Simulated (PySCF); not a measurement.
C5H7O2 (charge -1).
Atom-mapped SMILES: `[CH3:1][C:2](=[O:3])/[CH:4]=[C:5](/[CH3:6])[O-:7]` (hydrogens: H8, H9, H10 on C1; H11 on C4; H12, H13, H14 on C6)

Computed with PySCF at PBE0/pcSseg-1, non-relativistic, on one gas-phase PBE0-D3(BJ)/def2-SVP geometry that isn't relaxed in the solvent. The solvent is an IEF-PCM continuum (Bondi radii, 1.10 Å for H, scaled by 1.2). Specific hydrogen bonds and non-electrostatic terms are outside this model.

Gas phase at PBE0/pcSseg-1: HOMO -0.81 eV, LUMO 4.81 eV.

Q: What does the continuum do to the energy and the frontier levels at PBE0/pcSseg-1 in acetonitrile and water?

A: 
```
     solvent      ε  E(solvent) − E(gas) (kcal/mol)  polarisation term (kcal/mol)  distortion of the solute (kcal/mol)  HOMO (eV)  LUMO (eV)
acetonitrile  35.69                          -56.55                        -58.43                                 1.88      -5.24       0.49
       water  78.36                          -57.52                        -59.49                                 1.97      -5.32       0.42
```

Polarisation term: ½ Σ q·V over the induced surface charges. Distortion: the rise of the solute's own energy as its density leaves the gas-phase optimum. From acetonitrile to water the lowering changes by a factor 1.02, Born's factor 1 − 1/ε by 1.02 and ε itself by 2.2.

Q: Which radius a makes Born's formula ΔE = −(q²/2a)(1 − 1/ε) give the value in water?

A: a = q²(1 − 1/ε)/(2|ΔE|) = 2.85 Å, with q = -1 e and |ΔE| = 0.0917 Eh; the farthest nucleus lies 3.24 Å from the centroid of the nuclei. The formula assumes a point charge at the centre of a sphere.

Q: Which Mulliken charges (PBE0/pcSseg-1) respond most in acetonitrile (means over atoms taken as equivalent)?

A: 
```csv
atoms,environment,gas (e),solvent (e),change
O3/O7,oxygen bonded to C,-0.518,-0.559,-0.041
C4,carbon bonded to 2 C and H,-0.352,-0.389,-0.037
H11,hydrogen on carbon,+0.022,+0.051,+0.029
H8 (×6),methyl hydrogen,+0.093,+0.117,+0.024
C2/C5,carbon bonded to 2 C and O,+0.171,+0.151,-0.020
C1/C6,carbon bonded to C and 3 H,-0.268,-0.273,-0.005
```

Q: Which Mayer bond orders change most in acetonitrile?

A: 
```
  bond  length (Å)    gas  solvent  change
 C2–O3       1.241  1.813    1.769  -0.044
 C5–O7       1.245  1.788    1.763  -0.025
 C5–C6       1.540  0.974    0.998  +0.024
 C1–C2       1.526  1.008    1.022  +0.014
 C2–C4       1.426  1.290    1.303  +0.013
 C4–C5       1.415  1.249    1.237  -0.012
C6–H12       1.103  0.963    0.955  -0.008
C6–H13       1.100  0.973    0.965  -0.008
```

Q: How do the nuclear quadrupole coupling constants eQVzz/h respond in acetonitrile?

A: 
| nucleus | Q (barn) | gas (MHz) | solvent (MHz) | η gas | η solvent |
| --- | --- | --- | --- | --- | --- |
| 17O at O3 | -0.0256 | 10.27 | 9.94 | 0.10 | 0.17 |
| 17O at O7 | -0.0256 | 9.90 | 9.97 | 0.20 | 0.21 |

Rough CPU time on one thread of a shared machine: about 40 s. This is the whole shielding run at PBE0/pcSseg-1 in water, SCF included.

The values belong to the conformer `[CH3:1][C:2](=[O:3])/[CH:4]=[C:5](/[CH3:6])[O-:7]`: C1–C2–C4–C5 0°.
